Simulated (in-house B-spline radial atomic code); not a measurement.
# RPA and G0W0 on BLYP: Xe VIII (Xe7+)

Configuration [Kr] 4d10 5s1, highest spin, mean-field start BLYP. Computed with an all-electron radial atomic-structure program (B-spline basis): all electrons, scalar-relativistic (spin-free one-electron X2C), finite nucleus, each spin shell either full or empty, empty states to l = 9 with an (l + 1/2)⁻⁴ tail; G0W0 by contour deformation at full frequency.

Command:
```bash
python run_gw.py task.json out
```
Settings (radii: box in bohr, nucleus in fm):
```
Z                        54
electrons                47
configuration            [Kr] 4d10 5s1
hamiltonian              x2c
method                   b88,lyp
lmax                     9
rms_radius               4.7859
spin_polarised           True
box_radius               8.41
intervals                66
ion_configuration        [Kr] 4d10
```

Time taken, with all properties: 8.7 s on 1 thread of Arm Neoverse V1, with other jobs on the host.

Energies (hartree):

```csv
term,value
mean-field total,-7435.09568
Hartree-Fock functional on these orbitals,-7432.08650
direct second order,-4.2892
second-order exchange,1.1846
SOSEX correction,1.1126
```

(1) What is the RPA correlation energy, and what remains with SOSEX?

Quasi-particle levels (eV):

```json
{"level": "5s up", "occupied": "yes", "mean field": "-100.58", "Σx - vxc": "-3.92", "Σc": "?", "QP weight": "?", "G0W0": "?"}
{"level": "4d down", "occupied": "yes", "mean field": "-150.34", "Σx - vxc": "-13.14", "Σc": "0.47", "QP weight": "0.958", "G0W0": "-163.02"}
{"level": "4d up", "occupied": "yes", "mean field": "-150.69", "Σx - vxc": "-13.20", "Σc": "0.50", "QP weight": "0.952", "G0W0": "-163.39"}
{"level": "5s down", "occupied": "no", "mean field": "-99.34", "Σx - vxc": "10.12", "Σc": "-3.26", "QP weight": "0.960", "G0W0": "-92.49"}
```

G0W0 = mean field + (Σx - vxc) + Σc, with Σc (partial-wave tail included) taken at the quasi-particle energy. Only the outer levels were computed. Levels of low weight are left out.

(2) Where does G0W0 put 5s up?

(3) What does it cost to remove one electron (to [Kr] 4d10) by differences of total energies, each species on its own start (correlation terms add to the Hartree-Fock functional)?

Results:

(1) RPA gives -3.822 hartree (-2.21 eV per electron); RPA + SOSEX gives -2.7094, and the second-order doubles -3.1046 hartree (no singles). RPA lacks exchange-type terms and so overcorrelates at short range.

(2) At -106.95 eV, with Σc = -2.46 eV and a quasi-particle weight of 0.974. The tabulated removal energy is 105.978 ± 0.0025 eV (NIST, measured); the calculation leaves out spin-orbit coupling, Breit and QED terms, and what these don't explain is the method's own error.

(3) BLYP 107.31 eV, Hartree-Fock functional 104.22 eV, + RPA 106.68 eV, + RPA + SOSEX 105.90 eV, + second order 106.96 eV. Tabulated: 105.978 ± 0.0025 eV (NIST, measured); the calculation leaves out spin-orbit coupling, Breit and QED terms, and what these don't explain is the method's own error.
